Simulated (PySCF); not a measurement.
Cadmium: a sound run and one with changed settings

Sound run: Cd [Kr] 4d10 5s2, Cd⁺ [Kr] 4d10 5s1. Computed with PySCF 2.14 in cc-pVDZ-PP with ECP28MDF, with scalar relativity through the core potential. In the sound run the correlated levels freeze 4s2 4p6 outside the core potential. The sound run starts from symmetry-adapted Hartree-Fock orbitals and uses a fine grid where one is needed.

A second run was set up differently.

```tsv
species	method	sound run (hartree)	changed run (hartree)	converged
Cd	MP2	-167.17238	-167.33204	yes
Cd⁺	MP2	-166.85602	-167.01202	yes
```

Ionisation energy of Cd:

| method | sound run (eV) | changed run (eV) |
| --- | --- | --- |
| UHF | 7.435 | 7.435 |
| MP2 | 8.609 | 8.708 |
| SCS-MP2 | 8.607 | 8.679 |

What was changed?
A. all electrons correlated in a valence basis
B. too few SCF iterations
C. level shift left on
D. basis contracted for another Hamiltonian

A. A valence basis has no tight correlating functions, so it recovers only part of the core correlation, and not evenly between atom and ion.
